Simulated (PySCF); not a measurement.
Charge on either side of a bond

Species: C3H7O3S (charge -1).
Numbering: `[CH3:1][CH2:2][O:3][CH2:4][S@@:5](=[O:6])[O-:7]` (hydrogens: H8, H9, H10 on C1; H11, H12 on C2; H13, H14 on C4)

Structure used (GFN2-xTB), in Å, numbered top down from 1:
```xyz
14
C3H7O3S angstrom
C      2.1698    0.4794   -0.3839
C      0.7897    0.2755    0.2241
O      0.2666   -0.9581   -0.2285
C     -1.1266   -1.0582   -0.0155
S     -2.2172    0.2205   -0.9995
O     -3.5582   -0.3835   -0.7573
O     -2.0100    1.4760   -0.2111
H      2.6010    1.4108   -0.0234
H      2.8249   -0.3476   -0.1152
H      2.0902    0.5175   -1.4674
H      0.8613    0.2579    1.3273
H      0.1158    1.0926   -0.0581
H     -1.3809   -0.9372    1.0460
H     -1.4270   -2.0462   -0.3645
```

Atomic charges (e) from the PBE0/pcSseg-1 density (PySCF):

```csv
atom,Mulliken,IAO,Hirshfeld,ESP-fitted
C1,-0.2849,-0.4212,-0.1335,-0.4253
C2,+0.0209,-0.0496,-0.0133,+0.6911
O3,-0.5315,-0.4145,-0.1712,-0.4856
C4,-0.1044,-0.2606,-0.0720,-0.1608
S5,+0.7012,+1.2709,+0.1983,+0.2009
O6,-0.7128,-0.9986,-0.4783,-0.5390
O7,-0.7075,-0.9923,-0.4557,-0.4926
H8,+0.0851,+0.1268,+0.0312,+0.0656
H9,+0.0869,+0.1260,+0.0237,+0.0603
H10,+0.1025,+0.1384,+0.0320,+0.0995
H11,+0.0571,+0.0928,+0.0132,-0.1160
H12,+0.1395,+0.1532,+0.0157,-0.1195
H13,+0.0601,+0.0970,-0.0005,+0.0956
H14,+0.0879,+0.1316,+0.0105,+0.1257
```

Task: Cut each of the bonds C1–C2, C2–O3, C4–O3 and S5–C4 in turn and sum the charges on the side of the atom named first.

Result: In e; the other side holds the total charge, -1, less this:

```
bond cut   piece  atoms  Mulliken     IAO  Hirshfeld  ESP-fitted
   C1–C2     CH3      4    -0.010  -0.030     -0.047      -0.200
   C2–O3    C2H5      7    +0.207  +0.166     -0.031      +0.256
   C4–O3  CH2O2S      6    -0.675  -0.752     -0.798      -0.770
   S5–C4     SO2      3    -0.719  -0.720     -0.736      -0.831
```

Extremes among these pieces. Mulliken: lowest SO2 at S5, highest C2H5 at C2; IAO: lowest CH2O2S at C4, highest C2H5 at C2; Hirshfeld: lowest CH2O2S at C4, highest C2H5 at C2; ESP-fitted: lowest SO2 at S5, highest C2H5 at C2.

Task: Do the schemes agree better on the pieces than on the single atoms at the cuts?

Result: The spread between schemes averages 0.178 e for the pieces and 0.573 e for the atoms named first; it is smaller for the piece at 4 of the 4 cuts. On average they agree better on the pieces. The sign differs between schemes (beyond ±0.03 e) for C2H5 at C2.

Geometry: GFN2-xTB, one conformer, isolated ion. The pcSseg-1 basis has no diffuse functions, a weakness for an anion.
